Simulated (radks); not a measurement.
The numbers below are computed, except where a source is named.
Numerical settings for neutral hafnium, [Xe] 4f14 5d2 6s2. Level of theory: scalar-relativistic Kohn-Sham, PBEsol, spin-polarised, spherical densities, finite nucleus; open shells are filled with parallel spins first (spin-orbit coupling, left out, can overturn this in heavy ions); Fermi nuclear charge, rms radius 5.347 fm (a radial shooting solver on a logarithmic mesh with Libxc functionals). The defaults (mesh step 0.008 in ln r, mesh end at 40 bohr or more with all orbitals vanishing there, Anderson mixing 0.5 over 9 steps, residual threshold near 1e-9 with the energy settled to 1e-9 hartree or 1e-11 of itself, here a cap of 50 iterations) give E = -15071.6285 hartree and 5d at -3.131 eV in 16 iterations. Times are rough (one thread of a shared host). Changes against that run (0 stands for a change within the tolerance of the run):

mesh step in ln r 0.08: iterations 5; converged no; E (mhartree) diverged; CPU (s) 0.05
mesh step in ln r 0.2: iterations 4; converged no; E (mhartree) diverged; CPU (s) 0.01
mesh step in ln r 0.012: iterations 16; converged yes; E (mhartree) 0; e(5d) (meV) 0; CPU (s) 0.34
mesh end (bohr) 8: iterations 15; converged yes; E (mhartree) +8.04; e(5d) (meV) +351; CPU (s) 0.48
mesh end (bohr) 400: iterations 16; converged yes; E (mhartree) 0; e(5d) (meV) 0; CPU (s) 0.56
residual threshold 0.1: iterations 11; converged yes; E (mhartree) 0; e(5d) (meV) -0.26; CPU (s) 0.41
residual threshold 0.001: iterations 11; converged yes; E (mhartree) 0; e(5d) (meV) -0.26; CPU (s) 0.36
mixing 1.5: iterations 17; converged yes; E (mhartree) 0; e(5d) (meV) 0; CPU (s) 0.61
linear mixing, mixing 0.5: iterations 48; converged yes; E (mhartree) 0; e(5d) (meV) 0; CPU (s) 1.3
linear mixing, mixing 1: iterations 50; converged no; E (mhartree) +9.76e+05; e(5d) (meV) +3.14e+03; CPU (s) 5.3
mixing history 20: iterations 24; converged yes; E (mhartree) 0; e(5d) (meV) 0; CPU (s) 0.66
iteration cap 2: iterations 2; converged no; E (mhartree) +781; e(5d) (meV) -6.46e+03; CPU (s) 0.09

Settings that end as converged yet miss the energy by more than 1 mhartree: mesh end (bohr) 8 (+0.00804 hartree). A mesh that ends early acts as a hard wall.
